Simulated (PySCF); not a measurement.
Stepwise substitution at one centre (Ge H-Cl). All species are isolated molecules in the gas phase. Strings in code marks are SMILES.

Calculation: ωB97X-D3(BJ)/def2-TZVP // PBE0-D3(BJ)/def2-TZVP in PySCF. Delta-SCF ions had no search for a lower state. 

```csv
species,vertical ionisation energy (Delta-SCF) (eV),HOMO (eV),dipole moment (D),HOMO–LUMO gap (eV)
0 of 4 H replaced by Cl (`[GeH4]`),12.55,-12.20,0.00,15.22
1 of 4 H replaced by Cl (`[Cl][GeH3]`),11.50,-11.27,2.02,13.07
2 of 4 H replaced by Cl (`[Cl][GeH2][Cl]`),11.69,-11.50,2.01,12.93
```
